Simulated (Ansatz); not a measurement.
trans-NiCl2(NH3)2 (NiN₂Cl₂H₆). Charge 0, multiplicity 1. Geometry PBE-D4/def2-SVP, basis def2-TZVP, Ansatz.

```tsv
run	HOMO (eV)	LUMO (eV)
A	-5.76	-2.51
B	-4.55	-3.18
C	-4.47	-3.09
D	-6.99	-1.61
E	-4.89	-3.05
```

The order of the spin states hangs on the level: the triplet lies 0.29 eV below the singlet at r2SCAN0-D4/def2-TZVP, but 0.06 eV above it at r2SCANh-D4/def2-TZVP.

Task: The runs used PBE, r2SCAN, r2SCAN0, r2SCANh, revPBE. Estimate which is which.

Result: A r2SCANh (10 % exact exchange); B PBE (0 % exact exchange); C revPBE (0 % exact exchange); D r2SCAN0 (25 % exact exchange); E r2SCAN (0 % exact exchange). Exact exchange lowers occupied and raises empty levels; among semilocal functionals meta-GGAs tend to open the gap a little, and such runs are hard to tell apart. The gap grows from 1.37 eV (PBE) to 5.38 eV (r2SCAN0).
